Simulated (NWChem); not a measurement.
Species: C₂H₈Si; SMILES CC[SiH3]

Problem. Give the equilibrium geometry at PBE-D3(BJ)/def2-SVP (NWChem) as an XYZ file, with the point group.

Solution. point group Cs; any orientation.
```
11

Si     0.0928    -1.1525     0.0020
C     -0.6625     0.5892     0.0024
C      0.3735     1.7216    -0.0052
H     -0.9848    -2.2052     0.0119
H      0.9490    -1.3567    -1.2219
H      0.9640    -1.3492     1.2166
H     -1.3243     0.6677     0.8926
H     -1.3349     0.6650    -0.8800
H      1.0249     1.6739    -0.9025
H      1.0374     1.6744     0.8828
H     -0.1094     2.7208    -0.0020
```
